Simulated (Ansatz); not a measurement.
`[F][Mg][O][SiH3]` + HCl → `[F][Mg][Cl]` + silanol at 298.15 K and 1 bar (ligand exchange at a Mg–O bond).

Calculated with Ansatz (gas phase, PBE0-D4/def2-TZVP geometries, no zero-point term in ΔE). CCSD(T)/CBS is the MP2 limit (def2-TZVPP, def2-QZVPP) plus CCSD(T) − MP2 in def2-TZVPP, frozen cores. This one scheme is used for every species. For Mg outer-core shells are correlated without core-valence functions, which leaves a few kJ/mol of doubt a bond. Each species was taken in one conformer, which may not be the lowest.

| species | CCSD(T)/CBS energy (Eh) | H − E (kJ/mol) | S (J/(mol·K)) |
| --- | --- | --- | --- |
| `[F][Mg][O][SiH3]` | -665.90405 | 101.4 | 327.9 |
| HCl | -460.38127 | 26.6 | 186.8 |
| `[F][Mg][Cl]` | -759.61026 | 22.0 | 265.4 |
| `O[SiH3]` | -366.69042 | 113.6 | 257.8 |

H − E and S are ideal-gas, rigid-rotor, harmonic terms from PBE0-D4/def2-TZVP, for one conformer and one mirror image of each species. 1 Eh = 2625.50 kJ/mol, R = 8.31446 J/(mol·K).

Task: By hand: ΔE, ΔH, ΔS and ΔG.

Result: ΔE = (-759.61026) + (-366.69042) − (-665.90405) − (-460.38127) = -0.01536 Eh = -40.3 kJ/mol. Δ(H − E) = 22.0 + 113.6 − 101.4 − 26.6 = 7.6, so ΔH = -32.7 kJ/mol. ΔS = 265.4 + 257.8 − 327.9 − 186.8 = 8.5 J/(mol·K). ΔG = -32.7 − 298.15 × (8.5)/1000 = -35.2 kJ/mol.

Task: By hand: the equilibrium constant, and the temperature at which ΔG would vanish if ΔH and ΔS stayed fixed.

Result: log₁₀ K = −ΔG/(RT ln 10) = 6.2. ΔH and −TΔS have one sign here, so there is no such temperature.

The number of gas molecules stays the same, so ΔS is small and ΔH decides. A doubt of 5 kJ/mol in ΔE shifts log₁₀ K by 0.9 here. Other conformers and mirror images would add mixing entropy, several J/(mol·K) or more a flexible species. Modes under 60 cm⁻¹, often nearly free rotors, make the harmonic entropy too high. These are equilibria of isolated gas molecules and say nothing of rates. Largest T1 diagnostic: 0.012 (customary marks: 0.02 for closed shells, 0.045 for open ones).

ΔS is within the doubt of such terms, so its sign, and with it that verdict, could turn.
